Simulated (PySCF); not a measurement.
B(H)(Me)(NHMe) (C₂H₈BN), SMILES B(C)NC.

Geometry: B3LYP-D3(BJ)/def2-SVP. A frequency run showed that this geometry is not a minimum. The structure was generated by enumeration, and PubChem lists no compound with its InChIKey, so it may never have been made. Other conformers were not sampled.

All values below come from B3LYP-D3(BJ)/def2-SVP run with PySCF 2.14.0.

No scaling factor is applied to the harmonic values.

Computed normal modes with their intensities:
| mode | ν (cm⁻¹) | IR (km/mol) | Raman (Å⁴/amu) | depolarisation | moving atoms (share of kinetic energy) |
|---|---|---|---|---|---|
| 1 | 84i | 0.4 | 0.1 | 0.75 | H 97 % |
| 2 | 114 | 0.1 | 0.3 | 0.75 | H 95 % |
| 3 | 241 | 0.1 | 0.6 | 0.46 | C 57 %, H 34 % |
| 4 | 313 | 1.9 | 1.9 | 0.75 | H 37 %, N 35 %, B 22 % |
| 5 | 523 | 0.8 | 0.5 | 0.65 | H 39 %, N 30 %, B 18 %, C 13 % |
| 6 | 558 | 30.0 | 3.9 | 0.75 | H 91 % |
| 7 | 774 | 33.5 | 0.0 | – | H 87 %, C 9 % |
| 8 | 818 | 0.4 | 6.0 | 0.08 | H 45 %, C 33 %, N 13 %, B 9 % |
| 9 | 937 | 8.7 | 6.1 | 0.09 | H 46 %, B 29 %, C 23 % |
| 10 | 972 | 5.8 | 4.4 | 0.71 | H 56 %, C 24 %, B 14 % |
| 11 | 978 | 36.2 | 0.7 | 0.75 | H 58 %, B 30 %, C 9 % |
| 12 | 1103 | 20.4 | 2.5 | 0.61 | H 79 %, C 14 % |
| 13 | 1141 | 0.4 | 1.2 | 0.75 | H 74 %, C 20 % |
| 14 | 1197 | 21.6 | 5.5 | 0.70 | H 47 %, N 29 %, C 18 % |
| 15 | 1297 | 15.3 | 5.9 | 0.71 | H 76 %, C 17 % |
| 16 | 1381 | 98.8 | 4.6 | 0.31 | H 59 %, B 28 %, C 11 % |
| 17 | 1435 | 5.2 | 17.0 | 0.74 | H 93 % |
| 18 | 1451 | 7.2 | 15.5 | 0.74 | H 96 % |
| 19 | 1452 | 19.6 | 8.2 | 0.45 | H 82 %, C 16 % |
| 20 | 1472 | 1.2 | 16.0 | 0.75 | H 97 % |
| 21 | 1473 | 11.0 | 24.2 | 0.58 | H 87 % |
| 22 | 1551 | 106.9 | 5.3 | 0.56 | H 40 %, N 37 %, B 21 % |
| 23 | 2556 | 182.5 | 102.0 | 0.24 | H 91 %, B 9 % |
| 24 | 3006 | 60.9 | 170.1 | 0.06 | H 97 % |
| 25 | 3013 | 5.5 | 139.7 | 0.01 | H 96 % |
| 26 | 3061 | 35.6 | 120.9 | 0.75 | H 90 %, C 10 % |
| 27 | 3075 | 13.7 | 60.9 | 0.75 | H 91 %, C 9 % |
| 28 | 3118 | 21.8 | 89.4 | 0.60 | H 91 %, C 9 % |
| 29 | 3142 | 11.1 | 45.7 | 0.68 | H 91 %, C 9 % |
| 30 | 3597 | 16.8 | 104.6 | 0.24 | H 93 % |
